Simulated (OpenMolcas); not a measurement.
**Potential curves of AlBr: spin-free states**

Computed with OpenMolcas 26.06: state-averaged CASSCF(8,7) over Br 4p, Al 3s 3p, XMS-CASPT2 (IPEA 0.25, imaginary shift 0.2 hartree), scalar X2C, ANO-RCC-VTZP, then RASSI spin–orbit state interaction with atomic mean-field integrals. C2 symmetry about the axis (a holds Σ, Δ, Γ; b holds Π, Φ, H; Σ⁺ and Σ⁻ are not told apart); roots by multiplicity and irrep: 1a 5, 3b 2, 1b 2, 3a 5.

XMS-CASPT2 energies in eV from the lowest point. Curves are followed by energy order within each symmetry, so they are adiabatic and may change character at avoided crossings; Σ⁺ and Σ⁻ are counted together.

```json
{"R (Å)": "2.138", "(1)1Σ": "0.193", "(1)3Π": "3.091", "(1)3Σ": "5.616", "(1)1Δ": "7.015", "(2)1Σ": "7.092", "(3)1Σ": "7.558", "(2)3Σ": "6.673", "(1)3Δ": "6.917", "(3)3Σ": "7.094"}
{"R (Å)": "2.243", "(1)1Σ": "0.019", "(1)3Π": "2.965", "(1)3Σ": "5.377", "(1)1Δ": "6.397", "(2)1Σ": "6.456", "(3)1Σ": "6.868", "(2)3Σ": "6.099", "(1)3Δ": "6.309", "(3)3Σ": "6.482"}
{"R (Å)": "2.349", "(1)1Σ": "0.000", "(1)3Π": "2.993", "(1)3Σ": "5.238", "(1)1Δ": "5.945", "(2)1Σ": "5.997", "(3)1Σ": "6.346", "(2)3Σ": "5.685", "(1)3Δ": "5.884", "(3)3Σ": "6.033"}
{"R (Å)": "2.466", "(1)1Σ": "0.093", "(1)3Π": "3.129", "(1)3Σ": "5.166", "(1)1Δ": "5.588", "(2)1Σ": "5.634", "(3)1Σ": "5.921", "(2)3Σ": "5.401", "(1)3Δ": "5.568", "(3)3Σ": "5.706"}
{"R (Å)": "2.584", "(1)1Σ": "0.258", "(1)3Π": "3.344", "(1)3Σ": "5.097", "(1)1Δ": "5.331", "(2)1Σ": "5.374", "(3)1Σ": "5.607", "(2)3Σ": "5.175", "(1)3Δ": "5.321", "(3)3Σ": "5.437"}
{"R (Å)": "2.748", "(1)1Σ": "0.566", "(1)3Π": "3.684", "(1)3Σ": "4.995", "(1)1Δ": "5.097", "(2)1Σ": "5.135", "(3)1Σ": "5.309", "(2)3Σ": "5.065", "(1)3Δ": "5.117", "(3)3Σ": "5.208"}
{"R (Å)": "2.960", "(1)1Σ": "1.014", "(1)3Π": "4.110", "(1)3Σ": "4.873", "(1)1Δ": "4.926", "(2)1Σ": "4.958", "(3)1Σ": "5.074", "(2)3Σ": "5.018", "(1)3Δ": "4.966", "(3)3Σ": "5.040"}
{"R (Å)": "3.289", "(1)1Σ": "1.709", "(1)3Π": "4.541", "(1)3Σ": "4.790", "(1)1Δ": "4.811", "(2)1Σ": "4.835", "(3)1Σ": "4.895", "(2)3Σ": "4.909", "(1)3Δ": "4.878", "(3)3Σ": "4.920"}
{"R (Å)": "3.758", "(1)1Σ": "2.584", "(1)3Π": "4.725", "(1)3Σ": "4.700", "(1)1Δ": "4.779", "(2)1Σ": "4.794", "(3)1Σ": "4.816", "(2)3Σ": "4.849", "(1)3Δ": "4.857", "(3)3Σ": "4.875"}
{"R (Å)": "4.463", "(1)1Σ": "3.620", "(1)3Π": "4.772", "(1)3Σ": "4.641", "(1)1Δ": "4.796", "(2)1Σ": "4.805", "(3)1Σ": "4.814", "(2)3Σ": "4.872", "(1)3Δ": "4.882", "(3)3Σ": "4.888"}
{"R (Å)": "5.403", "(1)1Σ": "4.502", "(1)3Π": "4.790", "(1)3Σ": "4.658", "(1)1Δ": "4.810", "(2)1Σ": "4.810", "(3)1Σ": "4.814", "(2)3Σ": "4.898", "(1)3Δ": "4.903", "(3)3Σ": "4.905"}
```

Left out for impure symmetry, kinks or missing points, though low: (1)1Π. Only roots inside an energy window near the equilibrium distance were included, so the list of states is not complete; labels number the states computed. Each spin and symmetry block has orbitals of its own, averaged over its own roots, so gaps between blocks are less sure than gaps within one and near the minimum can be off by tenths of an eV, in bad cases by more. No Rydberg orbitals are active, so Rydberg states, and σ→σ* states whose orbital the CASSCF left unused, can be missing between those listed. CASPT2 splits the two components of degenerate states numerically, here by up to 38 cm⁻¹. At stretched bonds a block can hold a wrong CASSCF solution and miss its lowest state; points past a visible jump are left out. Points that failed a check (symmetry, reference weights, a jump) are left out.
